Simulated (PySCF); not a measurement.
Compound: C₆H₆OS.
SMILES with atom numbers: `[CH3:1][C:2](=[O:3])[c:4]1[cH:5][cH:6][s:7][cH:8]1` (hydrogens: H9, H10, H11 on C1; H12 on C5; H13 on C6; H14 on C8)

The same species was optimised twice, with GFN2-xTB and with PBE0-D3(BJ)/def2-SVP (PySCF), and the same property calculations (PySCF, gas phase) were run on both structures.

| coordinate | GFN2-xTB | PBE0-D3(BJ)/def2-SVP | change |
| --- | --- | --- | --- |
| C5–C6 (Å) | 1.353 | 1.368 | +0.015 |
| C2–C4 (Å) | 1.473 | 1.487 | +0.014 |
| C4–C8 (Å) | 1.371 | 1.378 | +0.007 |
| C4–C5 (Å) | 1.425 | 1.431 | +0.006 |
| C6–S7 (Å) | 1.724 | 1.721 | -0.003 |
| C1–C2 (Å) | 1.509 | 1.508 | -0.001 |
| S7–C8 (Å) | 1.705 | 1.703 | -0.002 |
| C2=O3 (Å) | 1.211 | 1.212 | +0.001 |
| C1–C2–C4 (°) | 115.8 | 117.4 | +1.6 |
| C6–S7–C8 (°) | 91.0 | 92.2 | +1.2 |
| O3–C2–C4 (°) | 121.9 | 120.9 | -1.0 |
| C5–C6–S7 (°) | 112.3 | 111.5 | -0.8 |
| C4–C8–S7 (°) | 112.7 | 111.9 | -0.8 |
| C2–C4–C8 (°) | 121.7 | 120.9 | -0.8 |
| C1–C2–O3 (°) | 122.3 | 121.7 | -0.6 |
| C5–C4–C8 (°) | 111.5 | 111.9 | +0.4 |
| C1–C2–C4–C5 (°) | 0 | -1 | -1 |

Rotational constants: A = 4293, B = 1175, C = 927.8 MHz (GFN2-xTB) against A = 4274, B = 1165, C = 920.6 MHz (PBE0-D3(BJ)/def2-SVP). Point groups within 0.08 Å: Cs and Cs.

On the GFN2-xTB structure: HOMO (eV) -7.31 [PBE0/pcSseg-1]; LUMO (eV) -1.50 [PBE0/pcSseg-1]; dipole (D) 3.15 [PBE0/pcSseg-1]; GIAO shielding of C1 (ppm) 155.8 [PBE0/pcSseg-1]; GIAO shielding of C2 (ppm) -7.2 [PBE0/pcSseg-1]; GIAO shielding of O3 (ppm) -300.7 [PBE0/pcSseg-1]; GIAO shielding of C4 (ppm) 41.5 [PBE0/pcSseg-1]; GIAO shielding of C5 (ppm) 55.3 [PBE0/pcSseg-1]; GIAO shielding of C6 (ppm) 52.5 [PBE0/pcSseg-1]; GIAO shielding of S7 (ppm) 266.6 [PBE0/pcSseg-1]; GIAO shielding of C8 (ppm) 43.4 [PBE0/pcSseg-1].

Task: What do these properties become on the PBE0-D3(BJ)/def2-SVP structure?

Result: 
```tsv
property	level	on GFN2-xTB	on PBE0-D3(BJ)/def2-SVP	change
HOMO (eV)	PBE0/pcSseg-1	-7.31	-7.28	+0.03
LUMO (eV)	PBE0/pcSseg-1	-1.50	-1.48	+0.02
dipole (D)	PBE0/pcSseg-1	3.15	3.11	-0.04
energy, GFN2-xTB geometry as zero (kcal/mol)	PBE0/pcSseg-1	0.0	-0.5	-0.5
GIAO shielding of C1 (ppm)	PBE0/pcSseg-1	155.8	154.7	-1.1
GIAO shielding of C2 (ppm)	PBE0/pcSseg-1	-7.2	-7.6	-0.4
GIAO shielding of O3 (ppm)	PBE0/pcSseg-1	-300.7	-303.5	-2.8
GIAO shielding of C4 (ppm)	PBE0/pcSseg-1	41.5	39.2	-2.3
GIAO shielding of C5 (ppm)	PBE0/pcSseg-1	55.3	53.0	-2.3
GIAO shielding of C6 (ppm)	PBE0/pcSseg-1	52.5	50.9	-1.6
GIAO shielding of S7 (ppm)	PBE0/pcSseg-1	266.6	263.0	-3.6
GIAO shielding of C8 (ppm)	PBE0/pcSseg-1	43.4	43.0	-0.4
```

The heavy atoms differ by 0.023 Å rms after alignment. Among bonds between heavy atoms C2–C4 and C5–C6 change most and about equally (+0.014 to +0.015 Å). Changes are differences of the printed values. Neither structure is proved a minimum here.

Conformer computed: `[CH3:1][C:2](=[O:3])[c:4]1[cH:5][cH:6][s:7][cH:8]1`: C1–C2–C4–C5 -1°.
